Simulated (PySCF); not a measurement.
## Exercise with solution: oscillator strength and radiative lifetime

C₅H₆Se, SMILES C#C[C@H]1C[C@H]1[SeH].

Geometry optimised at PBE0-D3(BJ)/def2-SVP. The structure was generated by enumeration; whether it is a known compound was not checked. The values are those of a single conformer.

TDDFT-LC-ωPBE/def2-SVPD in PySCF puts the first singlet state with f over 0.02 at 6.15 eV (vertical), with the transition dipole (0.285, -0.112, 0.281) in atomic units.

Problem. Find the oscillator strength, the wavelength and the radiative lifetime that this transition would have in vacuum if emission retraced absorption.

Solution. 
|μ|² = 0.1727 au, so |μ| = 1.06 D. ΔE = 6.15/27.211 = 0.2260 hartree. f = (2/3) ΔE |μ|² = 0.026 (the program prints 0.026).
λ = 1239.84/6.15 = 202 nm; ν = 49603 cm⁻¹.
Einstein's coefficient A = 0.6670 ν² f s⁻¹ (ν in cm⁻¹) = 4.3e7 s⁻¹, so τ = 1/A = 23 ns. This state is S2; the lower singlet has f = 0.000. The figure is the radiative limit of this one transition; relaxation, internal conversion, crossing to triplets and a medium change what is measured.
